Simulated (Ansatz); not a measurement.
Reaction (redistribution): `N#C[Si](Cl)(Cl)C#N` + `[CH3][Ge]([CH3])([CH3])[Cl]` → `N#C[Si](Cl)(Cl)Cl` + `[CH3][Ge]([CH3])([CH3])[C]#N`

Computed with Ansatz on PBE0-D4/def2-TZVP structures; ΔE is electronic, products minus reactants. CCSD(T)/CBS is the MP2 limit (def2-TZVPP, def2-QZVPP) plus CCSD(T) − MP2 in def2-TZVPP, frozen cores. DFT in def2-TZVPP. B3LYP here is the variant with VWN-RPA as its local correlation; programs differ in this. For Ge outer-core shells are correlated without core-valence functions, which leaves a few kJ/mol of doubt a bond. Scalar relativity is left out up to krypton.

`N#C[Si](Cl)(Cl)C#N`:

```xyz
7

N    -0.404   -2.680   -0.246
C    -0.269   -1.567    0.015
Si   -0.059    0.199    0.445
Cl   -1.805    0.925    1.121
Cl    1.422    0.377    1.790
C     0.410    1.088   -1.084
N     0.705    1.657   -2.040
```

`[CH3][Ge]([CH3])([CH3])[Cl]`:

Cartesian coordinates in Å:
```
C 1.360 -1.226 0.411
Ge -0.120 -0.183 -0.300
C -1.634 -0.103 0.918
C 0.433 1.574 -0.926
Cl -0.822 -1.258 -2.065
H 1.020 -2.227 0.675
H 1.765 -0.743 1.303
H 2.152 -1.310 -0.334
H -1.959 -1.110 1.179
H -2.465 0.423 0.448
H -1.353 0.426 1.832
H 0.798 2.173 -0.089
H -0.409 2.089 -1.388
H 1.231 1.475 -1.663
```

`N#C[Si](Cl)(Cl)Cl`:

```xyz
6

N    -0.836   -1.395    1.890
C    -0.450   -0.751    1.017
Si    0.165    0.275   -0.372
Cl   -0.559   -0.499   -2.085
Cl    2.178    0.212   -0.351
Cl   -0.498    2.157   -0.099
```

`[CH3][Ge]([CH3])([CH3])[C]#N`:

Cartesian coordinates in Å:
```
C 1.199 -0.893 -1.185
Ge -0.138 -0.009 -0.081
C -0.439 -0.927 1.608
C 0.221 1.888 0.153
C -1.814 -0.125 -1.065
N -2.806 -0.194 -1.648
H 2.170 -0.864 -0.686
H 1.286 -0.393 -2.150
H 0.924 -1.935 -1.354
H -1.244 -0.446 2.164
H 0.470 -0.899 2.212
H -0.709 -1.969 1.432
H -0.587 2.362 0.711
H 1.154 2.024 0.703
H 0.312 2.380 -0.816
```

(1) Is it downhill or uphill in electronic energy at CCSD(T)/CBS, and by how much? (Estimate.)

(2) What do these levels give: PBE-D4, B97M-V, B3LYP-D4, BHLYP-D4, ωB97X-V, PBE, revPBE, BLYP, r2SCAN, LC-ωPBE, RPA@PBE/def2-TZVPP, MP2/def2-SVP? (Best estimate.)

Largest T1 diagnostic among the species: 0.012.

## Answers

(1) The calculation gave: Downhill: ΔE = -5.0 kcal/mol.

(2) The calculation gave: PBE-D4 -4.4, B97M-V -3.7, B3LYP-D4 -4.0, BHLYP-D4 -4.4, ωB97X-V -5.1, PBE -4.4, revPBE -4.1, BLYP -3.3, r2SCAN -4.5, LC-ωPBE -5.9, RPA@PBE/def2-TZVPP -4.6, MP2/def2-SVP -3.7 kcal/mol.

From BLYP to BHLYP (50 % exact exchange), in def2-TZVPP and without D4, ΔE moves by −1.0 kcal/mol. In def2-TZVPP, CCSD(T) changes the Hartree–Fock value by −0.7 kcal/mol (the triples alone add +0.0 kcal/mol) and MP2 by −0.8 kcal/mol.
